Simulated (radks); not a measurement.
Valence configurations of neutral barium (all share [Xe]). Method: Dirac Kohn-Sham, PBE, spin-unpolarised, spherical densities, finite nucleus; open shells fill j = l - 1/2 first; Fermi nuclear charge, rms radius 4.8378 fm; computed with a radial shooting solver on a logarithmic mesh with Libxc functionals. Energies are relative to 6s2; eigenvalues in eV.

valence,E (eV),e(5d3/2),e(6p1/2),e(6s1/2)
6s2,0.000,-,-,-3.229
6s1.5 6p0.5,0.955,-,-1.575,-3.502
5d1 6s1,1.272,-1.382,-,-2.767
6s1 6p1,1.927,-,-1.791,-3.753
5d1 6s0.5 6p0.5,2.127,-1.740,-1.310,-3.035
5d2,2.729,-0.974,-,-
6p2,3.922,-,-2.170,-

NIST lists [Xe] 6s2 as the ground configuration; this level of theory agrees among the configurations tried. The energies are those of spherical spin-averaged densities, not of single terms. No valid solution was reached for [Xe] 4f0.5 6s1.5.
